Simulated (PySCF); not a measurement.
# What a mistake does to a calculation on AlH4NSi

Calculated results; nothing here was measured. They come from PySCF 2.14.0, an open-source quantum chemistry program, on an isolated molecule that a program drew, which may never have been made. The molecule is AlH4NSi (charge 0, singlet), drawn as the SMILES string `[AlH]=[N][SiH3]`.

Each row is a Hartree-Fock (HF) and frozen-core CCSD(T) single point in the cc-pV(D+d)Z basis, meant for a local HF minimum. Run 1 is clean. Each other run has one planted mistake out of seven kinds, and not every kind appears here: one electron removed, one electron added, multiplicity raised by two, geometry at a saddle point, minimal basis STO-3G, one bond length entered in bohr, all coordinates scaled. The reference is restricted for singlets and unrestricted otherwise, and also for a bond in bohr. Adding or removing an electron swaps singlet and doublet. Electrons count all cores. HOMO and LUMO are orbital energies over both spins, the gradient is its largest component, and the lowest frequency (negative if imaginary) is given only where the gradient is small. Bond lengths are over the 6 bonds as drawn. T1 is the CCSD diagnostic: over 0.02 (restricted) or 0.045 (unrestricted) a single reference is doubtful.

Geometry of the clean run:
```xyz
7
AlH4NSi, angstrom
Al   -2.8865    2.0189   -0.2316
N    -2.0796    0.6152   -0.2451
Si   -1.2391   -0.8469   -0.2592
H    -3.6596    3.3637   -0.2187
H    -0.6249   -1.1632    1.0611
H    -0.1271   -0.8546   -1.2512
H    -2.1143   -2.0032   -0.6019
```

| run | electrons | basis functions | <S^2> | HOMO (eV) | LUMO (eV) | gradient (hartree/bohr) | lowest frequency (cm^-1) | mean bond (Å) | longest bond (Å) | T1 | HF (hartree) | CCSD(T) (hartree) | mistake |
|---|---|---|---|---|---|---|---|---|---|---|---|---|---|
| 1 | 38 | 80 | 0.000 | -9.51 | 1.58 | 1.4e-05 | 122 | 1.5545 | 1.687 | 0.0227 | -587.61395 | -587.99245 | no fault |
| 2 | 37 | 80 | 0.761 | -16.01 | -6.15 | 7.5e-02 | - | 1.5545 | 1.687 | 0.0316 | -587.34379 | -587.67070 | one electron removed |
| 3 | 38 | 27 | 0.000 | -4.96 | 9.12 | 6.4e-02 | - | 1.5545 | 1.687 | 0.0323 | -580.59704 | -580.79000 | minimal basis STO-3G |
| 4 | 38 | 80 | 0.770 | -7.21 | 1.34 | 1.0e-02 | - | 1.7755 | 2.816 | 0.0601 | -587.50278 | -587.87447 | ? |

**Which mistake was planted in run 4, and what did it cost?**

The mean bond changes by a factor of 1.142 and the longest by 1.669, so the molecule wasn't scaled as a whole. A length L in bohr read as angstrom grows by (1/0.5292 - 1) L = 0.890 L. The 6 bonds together grew by 6 x 0.2210 = 1.326 Å, which gives L = 1.490 Å. That is the length of one of the H-Si bonds, 1.490 Å in the clean geometry. So the mistake is: one bond length entered in bohr. Subtracting run 1 and multiplying by 627.51 kcal/mol a hartree, the energy moved by 69.8 kcal/mol in HF and 74.0 kcal/mol in CCSD(T).

Cautions from the logs. Run 1: T1 is over the limit, so its CCSD(T) energy is less reliable; run 3: T1 is over the limit, so its CCSD(T) energy is less reliable; run 4: T1 is over the limit, so its CCSD(T) energy is less reliable.
